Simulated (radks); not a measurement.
Spherical jellium clusters: N electrons in a uniform positive sphere of charge N and radius rs N^(1/3), rs = 2.3 bohr. Calculated with a radial shooting solver with Libxc functionals: non-relativistic Kohn-Sham, LDA (Slater exchange, Perdew-Wang correlation), spin-polarised, spherical densities. Levels are named by radial order and angular momentum (1s, 1p, 1d, 2s, ...), and open shells are averaged over m.

N = 10, configuration 1s2 1p6 1d(up 2, down 0). This is the lowest configuration that the search found. Occupied and some empty levels:

level,occupation,eigenvalue (eV),<r> (bohr)
1s up,1,-9.3943,3.256
1s down,1,-9.1102,3.197
1p up,3,-6.0900,4.163
1p down,3,-5.6906,4.139
1d up,2,-2.5601,5.194
2s up,0,-2.2847,5.649
1d down,0,-2.1361,5.258
2s down,0,-2.0151,5.781
2p up,0,-0.42255,9.511
2p down,0,-0.28525,10.28

Energy (eV): total -6.86034, kinetic 43.700, external -619.80, Hartree 293.67, exchange-correlation -53.923, background 329.49.

Electron density:

r (bohr),n(r) (e/bohr^3)
0.402,0.01368
0.849,0.01506
1.30,0.01702
1.74,0.01902
2.19,0.02045
2.64,0.02078
3.09,0.01974
3.53,0.01738
3.98,0.01408
4.43,0.01048
4.88,0.007197
5.32,0.004640
5.77,0.002869
6.22,0.001733
6.67,0.001030
7.11,0.0006087
7.56,0.0003577
8.01,0.0002104
8.46,0.0001238
8.90,0.00007315
